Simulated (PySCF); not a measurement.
**From computed data to an observable: oscillator strength and radiative lifetime**

Al(H)(OH)(SeH) (AlH3OSe), SMILES [OH][AlH][SeH].

Geometry: PBE-D3(BJ)/def2-TZVP. One conformer was computed; it need not be the lowest.

PySCF with TDDFT-M06-2X/def2-SVPD puts the first singlet state with f over 0.02 at 5.74 eV (vertical), with the transition dipole (0.254, 0.658, 0.000) in atomic units.

Find the oscillator strength, the wavelength and the radiative lifetime that this transition would have in vacuum if emission retraced absorption.


|μ|² = 0.4975 au, so |μ| = 1.79 D. ΔE = 5.74/27.211 = 0.2109 hartree. f = (2/3) ΔE |μ|² = 0.070 (the program prints 0.070).
λ = 1239.84/5.74 = 216 nm; ν = 46296 cm⁻¹.
Einstein's coefficient A = 0.6670 ν² f s⁻¹ (ν in cm⁻¹) = 1.0e8 s⁻¹, so τ = 1/A = 10.0 ns. This state is S2; the lower singlet has f = 0.002. The figure is the radiative limit of this one transition; relaxation, internal conversion, crossing to triplets and a medium change what is measured.
